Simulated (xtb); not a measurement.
erbium atom (Er), triplet (GFN-xTB shapes and energies of metal compounds can be far from the true ones) (GFN-xTB holds the 4f electrons in the core, so unpaired electrons go into valence orbitals and the state isn't the physical one); GFN0-xTB (xtb).

xtb was given this input:
```
$ xtb mol.xyz --gfn 0 --uhf 2 --etemp 10 --json

# file mol.xyz
1

Er     0.00000000     0.00000000     0.00000000
```

The log (banner, timings and long lists left out):

```
   ID    Z sym.   atoms
    1   68 Er     1

           -------------------------------------------------
          |                Calculation Setup                |
           -------------------------------------------------

           -------------------------------------------------
          |                 G F N 0 - x T B                 |
           -------------------------------------------------

          ...................................................
          :                      SETUP                      :
          :.................................................:
          :  # basis functions                  10          :
          :  # atomic orbitals                   9          :
          :  # shells                            3          :
          :  # electrons                         3          :
          :  electronic temp.           10.0000000     K    :
          :  accuracy                    1.0000000          :
          :  -> integral cutoff          0.2500000E+02      :
          :  -> integral neglect         0.1000000E-07      :
          ...................................................

         :::::::::::::::::::::::::::::::::::::::::::::::::::::
         ::                     SUMMARY                     ::
         :::::::::::::::::::::::::::::::::::::::::::::::::::::
         :: total energy              -1.050860157025 Eh    ::
         :: gradient norm              0.000000000000 Eh/a0 ::
         :: HOMO-LUMO gap              0.000000000000 eV    ::
         ::.................................................::
         :: H0 energy                 -1.050860157025 Eh    ::
         :: repulsion energy           0.000000000000 Eh    ::
         :: electrostat energy         0.000000000000 Eh    ::
         :: -> Gsolv                   0.000000000000 Eh    ::
         ::    -> Gsasa                0.000000000000 Eh    ::
         ::    -> Gshift               0.000000000000 Eh    ::
         :: dispersion energy          0.000000000000 Eh    ::
         :: short-range corr.          0.000000000000 Eh    ::
         :: add. restraining           0.000000000000 Eh    ::
         :: total charge               0.000000000000 e     ::
         :::::::::::::::::::::::::::::::::::::::::::::::::::::

           -------------------------------------------------
          |                Property Printout                |
           -------------------------------------------------

    * Orbital Energies and Occupations

         #    Occupation            Energy/Eh            Energy/eV
      -------------------------------------------------------------
         1        2.0000           -0.3673810              -9.9969
         2        0.2000           -0.3160188              -8.5993 (HOMO)
         3        0.2000           -0.3160188              -8.5993 (LUMO)
         4        0.2000           -0.3160188              -8.5993
         5        0.2000           -0.3160188              -8.5993
         6        0.2000           -0.3160188              -8.5993
         7                         -0.0793598              -2.1595
         8                         -0.0793598              -2.1595
         9                         -0.0793598              -2.1595
      -------------------------------------------------------------
                  HL-Gap            0.0000000 Eh            0.0000 eV
             Fermi-level            0.0000000 Eh            0.0000 eV

     #   Z          covCN         q      C6AA      α(0)
     1  68 Er       0.000     0.000  2657.450   169.509

 Mol. C6AA /au·bohr⁶  :       2657.449819
 Mol. C8AA /au·bohr⁸  :     572731.635665
 Mol. α(0) /au        :        169.508670

Wiberg/Mayer (AO) data.
largest (>0.10) Wiberg bond orders for each atom

 ---------------------------------------------------------------------------
     #   Z sym  total        # sym  WBO       # sym  WBO       # sym  WBO
 ---------------------------------------------------------------------------
     1  68 Er   0.000
 ---------------------------------------------------------------------------

 dipole moment from electron density (au)
     X       Y       Z
   0.0000   0.0000   0.0000  total (Debye):    0.000

           -------------------------------------------------
          | TOTAL ENERGY               -1.050860157025 Eh   |
          | GRADIENT NORM               0.000000000000 Eh/α |
          | HOMO-LUMO GAP               0.000000000000 eV   |
           -------------------------------------------------

normal termination of xtb
```
